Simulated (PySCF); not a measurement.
C₅H₆F₂.
SMILES with atom numbers: `[CH2:1]=[CH:2]/[C:3]([F:4])=[C:5](\[CH3:6])[F:7]` (hydrogens: H8, H9 on C1; H10 on C2; H11, H12, H13 on C6)

A GFN2-xTB structure with every atom displaced at random (by about 0.01 Å) was refined with PySCF, PBE0-D3(BJ)/def2-SVP geometry optimisation, gas phase. Values at the start:

```csv
coordinate,start
C1=C2,1.300 Å
C1–H8,1.102 Å
C1–H9,1.090 Å
C2–C3,1.444 Å
C2–H10,1.088 Å
C3–F4,1.330 Å
C3=C5,1.357 Å
C5–C6,1.486 Å
C5–F7,1.352 Å
C6–H11,1.097 Å
C1–C2–C3,123.3°
C2–C3–F4,117.6°
C2–C3–C5,126.3°
C3–C5–C6,128.9°
C3–C5–F7,119.0°
F4–C3–C5,116.1°
C6–C5–F7,112.1°
C1–C2–C3–F4,1°
```

**Question.** How do these coordinates change at the PBE0-D3(BJ)/def2-SVP level?

**Answer.** 
| coordinate | PBE0-D3(BJ)/def2-SVP (Å or °) | change |
| --- | --- | --- |
| C1=C2 | 1.340 | +0.040 |
| C5–F7 | 1.335 | -0.017 |
| C3=C5 | 1.347 | -0.010 |
| C1–H8 | 1.092 | -0.010 |
| C3–F4 | 1.337 | +0.007 |
| C2–H10 | 1.093 | +0.005 |
| C5–C6 | 1.481 | -0.005 |
| C2–C3 | 1.448 | +0.004 |
| C6–H11 | 1.096 | -0.001 |
| C1–H9 | 1.091 | +0.001 |
| C2–C3–F4 | 115.4 | -2.2 |
| F4–C3–C5 | 117.8 | +1.7 |
| C6–C5–F7 | 113.5 | +1.4 |
| C3–C5–F7 | 118.0 | -1.0 |
| C2–C3–C5 | 126.8 | +0.5 |
| C3–C5–C6 | 128.6 | -0.3 |
| C1–C2–C3 | 123.4 | +0.1 |
| C1–C2–C3–F4 | 0 | -1 |

The energy falls by 2.3 kcal/mol over 12 energy and gradient evaluations, the largest force component goes from 0.0550 to 1.9e-04 Eh/bohr, and the atoms move by 0.023 Å rms after alignment. The bond that changes most is C1=C2 (terminal =CH2 carbon to alkene CH carbon), which lengthens by 0.040 Å. Bonds longer at the end by more than 0.005 Å: 4 of 12; shorter: 3. Rotational constants go from 4705, 1893, 1361 to 4721, 1886, 1359 MHz.

The run used 128 basis functions and 82 SCF cycles in all.

Stationary, but not proved a minimum. The numbers are those of one conformer.

Shape of the structure used: `[CH2:1]=[CH:2]/[C:3]([F:4])=[C:5](\[CH3:6])[F:7]`: C1–C2–C3–F4 0°.
